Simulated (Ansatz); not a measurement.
The molecule NaBe-, multiplicity 3 (an upper state: multiplicity 1 came lower at CCSD(T)/def2-TZVPP on PBE0 minima). The T1 diagnostic near the minimum is 0.053, so single-reference values are doubtful.

The constants come from a fifth-degree fit in 1/R (seven points, main isotopes). Runs in def2 and cc sets follow the lowest solution found near the PBE0 minimum.

Correlated levels freeze the inner cores; with def2 sets outer-core shells near the valence are correlated too.

Codes used: Ansatz (Gaussian orbitals). 

Energies at CCSD/def2-TZVPP:

| R (Å) | E (hartree) |
|---|---|
| 2.595511 | -176.66691399 |
| 2.665282 | -176.66777523 |
| 2.729473 | -176.66824953 |
| 2.802035 | -176.66848097 |
| 2.874598 | -176.66844497 |
| 2.958324 | -176.66813788 |
| 3.056005 | -176.66750138 |

Problem. With a reduced mass of 6.4742 u, find the minimum, the force constant and the constants.

Solution. A fifth-degree polynomial in 1/R puts the minimum at r_e = 2.8271 Å with force constant 20.5 N/m. Then ω_e = (1/2πc)√(k/μ) = 232 cm⁻¹ and B_e = h/(8π²cμr_e²) = 0.3258 cm⁻¹; the cubic and quartic terms give α_e = 0.0047 and ω_e x_e = 2.4 cm⁻¹.

Doubts at one or more of the structures used: a spin-contaminated determinant (CCSD/def2-TZVPP); T1 above 0.05 (CCSD/def2-TZVPP).

Ansatz is a program for electronic structure.
